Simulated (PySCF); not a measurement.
Electron correlation in Sc⁺ (scandium, charge +1)

[Ar] 3d1 4s1, high-spin 3D determinant. All numbers are calculated (PySCF 2.14, scalar relativity by spin-free X2C-1e, in aug-cc-pVDZ-DK). Frozen: [Ar]; 2 electrons correlated.

With two correlated electrons CCSD is exact within the correlated space (frozen core and kept virtual orbitals).

```json
{"level": "CCSD", "correlation energy (mhartree)": "-3.84"}
```

Diagnostics: T1 = 0.011, D1 = 0.0217, largest double amplitude 0.023.

Cost of the coupled-cluster step: about 0.7 core-seconds, for 2 correlated electrons.

Iterations:

```
CC2 = 0
CCSD nocc = (np.int64(2), np.int64(0)), nmo = (50, 50)
frozen orbitals [[0, 1, 2, 3, 4, 5, 6, 7, 8], [0, 1, 2, 3, 4, 5, 6, 7, 8]]
max_cycle = 100
direct = 0
conv_tol = 1e-08
conv_tol_normt = 1e-06
diis_space = 8
diis_start_cycle = 0
Init t2, MP2 energy = -0.00250963676313126
Init E_corr(UCCSD) = -0.00250963676468699
cycle = 1  E_corr(UCCSD) = -0.00334612969688621  dE = -0.000836492932  norm(t1,t2) = 0.0141655
cycle = 2  E_corr(UCCSD) = -0.00363760589363544  dE = -0.000291476197  norm(t1,t2) = 0.005862
cycle = 3  E_corr(UCCSD) = -0.00382028881684697  dE = -0.000182682923  norm(t1,t2) = 0.00311517
cycle = 4  E_corr(UCCSD) = -0.00382298916687264  dE = -2.70035003e-06  norm(t1,t2) = 0.00179319
cycle = 5  E_corr(UCCSD) = -0.00383883816384242  dE = -1.5848997e-05  norm(t1,t2) = 0.00126211
cycle = 6  E_corr(UCCSD) = -0.00383851856783353  dE = 3.19596009e-07  norm(t1,t2) = 0.000586584
cycle = 7  E_corr(UCCSD) = -0.00384052805172682  dE = -2.00948389e-06  norm(t1,t2) = 0.000189134
cycle = 8  E_corr(UCCSD) = -0.00383939990399378  dE = 1.12814773e-06  norm(t1,t2) = 5.24805e-05
cycle = 9  E_corr(UCCSD) = -0.00384026496837501  dE = -8.65064381e-07  norm(t1,t2) = 1.69119e-05
cycle = 10  E_corr(UCCSD) = -0.00384000249457164  dE = 2.62473803e-07  norm(t1,t2) = 5.78346e-06
cycle = 11  E_corr(UCCSD) = -0.00383999336000957  dE = 9.13456207e-09  norm(t1,t2) = 1.62453e-06
cycle = 12  E_corr(UCCSD) = -0.00384000034682234  dE = -6.98681277e-09  norm(t1,t2) = 6.98445e-07
UCCSD converged
E(UCCSD) = -763.0889893499777  E_corr = -0.003840000346822345
```
